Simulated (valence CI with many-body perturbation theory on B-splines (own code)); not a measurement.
# Sb XXXI: key properties

Method: valence CI with perturbative core correlation (CI+MBPT): three valence electrons over a frozen Dirac-Fock core [Ar], a basis of 7 s, 7 p, 8 d, 6 f, 4 g, 1 h functions for each j, with the one-electron correlation potential Σ1, the two-electron term Σ2, the three-electron term Σ3, Breit, model QED; selected CI, second order for the rest, scaled by the run's own slope (own B-spline code, finite nucleus).

No measured spectrum was set against this ion. As an estimate, large intervals hold to a few tenths of a per cent, small ones and those within an open d or f shell to about a per cent. Only levels of the ground parity were solved; by the run's estimate the other parity begins above the list, which can be wrong where configurations are misplaced.

Levels are named by their leading jj configuration (3d3/2^4 stands for four electrons in 3d with j = 3/2), which in mixed levels can hold well under half, so a name can repeat and another be missing.

Rates and lifetimes use the calculated energies. Strong lines usually hold to 10 to 20 %, long lifetimes can be off by a factor of two.

(1) What is the ground level?

(2) What is the ionisation energy?

(3) How well does LS coupling describe the low levels?

## Answers

(1) (3d3/2^3) J=3/2, composition 71 % 3d³ ⁴F + 23 % 3d³ ²D + 4 % 3d³ ²P, g = 0.548.

(2) 1781.7 eV; NIST lists 1781 ± 4 eV (theoretical).

(3) Among the lowest 19 levels the leading LS term, summed over configurations, holds 71 % on average. For single configurations the figures are 71 % in LS and 82 % in jj coupling. Terms mix most in the J = 9/2 level at 14.043 eV, where the leading one holds 41 %.
